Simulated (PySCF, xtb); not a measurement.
Cl₂F₂HNW, SMILES [NH]=[W]([F])([F])([Cl])[Cl], multiplicity 1.

GFN2-xTB in xtb at its own geometry gives an orbital gap of 2.53 eV and a dipole moment of 1.35 D.

The structure is a stationary point at PBE0-D3(BJ)/def2-SVP. The multiplicity is an assumed one; no other spin state was optimised. The structure was generated by enumeration; whether it is a known compound was not checked. The def2 effective core potentials stand for the cores of W; spin–orbit coupling is left out.

What does B3LYP/def2-TZVP (PySCF) give? (Estimate from the structure and the level; the computed values follow.)

gap 5.21 eV (levels -8.77 and -3.56 eV), dipole 3.66 D.
